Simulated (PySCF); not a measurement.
Relaxation of quintet [IrO2]-

All numbers come from UPBE0/[Ir dyall-v2z, O def2-TZVP], no relativity, density fitting, PySCF. A (50,194) grid was used.

A start displaced from a saddle point along its imaginary mode, of C2v symmetry, held to at least that symmetry:

Coordinates in bohr (charge -1 multiplicity 5):
```
Ir    0.0030    0.0375    0.0000
O    -0.0181   -0.2260    3.5686
O    -0.0181   -0.2260   -3.5686
```

At each step, columns x, y, z (Å) and Fx, Fy, Fz (eV/Å):

```
step 0  E − E(last) = 17.97 kJ/mol
Ir   0.002   0.020   0.000   0.064   0.943   0.000
O   -0.010  -0.120   1.888  -0.032  -0.471   0.082
O   -0.010  -0.120  -1.888  -0.032  -0.471  -0.082
step 1  E − E(last) = 6.81 kJ/mol
Ir   0.010   0.121   0.000   0.040   0.505   0.000
O   -0.014  -0.170   1.881  -0.020  -0.253  -0.249
O   -0.014  -0.170  -1.881  -0.020  -0.253   0.249
step 2  E − E(last) = 1.58 kJ/mol
Ir   0.021   0.264   0.000  -0.035  -0.339   0.000
O   -0.019  -0.242   1.845   0.017   0.170  -0.607
O   -0.019  -0.242  -1.845   0.017   0.170   0.607
step 3  E − E(last) = 0.10 kJ/mol
Ir   0.020   0.250   0.000  -0.005   0.021  -0.001
O   -0.019  -0.235   1.828   0.002  -0.011  -0.083
O   -0.019  -0.235  -1.828   0.002  -0.011   0.084
step 4  E − E(last) = 0.00 kJ/mol
Ir   0.021   0.263   0.000  -0.006   0.014   0.000
O   -0.019  -0.241   1.819   0.003  -0.007   0.004
O   -0.019  -0.241  -1.819   0.003  -0.007  -0.004
step 5  E − E(last) = 0.00 kJ/mol
Ir   0.021   0.265   0.000  -0.008  -0.001   0.000
O   -0.019  -0.242   1.818   0.004   0.000  -0.001
O   -0.019  -0.242  -1.818   0.004   0.000   0.002
```

It ends at C2v with Ir–O 1.888 Å (×2); O–Ir–O 148.7°. A frequency run shows a minimum. Other isomers or separated fragments may lie lower.

Relativity is left out on purpose here, so the numbers are not realistic for elements this heavy. Other spin states or occupations of the open shell can lie lower. At this level a triplet minimum of C2v symmetry lies 108 kJ/mol below this structure. The basis has no diffuse functions, which an anion would want. Spin–orbit coupling, left out here, can matter for elements this heavy.

The relaxation took of the order of 16 core-minutes on a shared host.
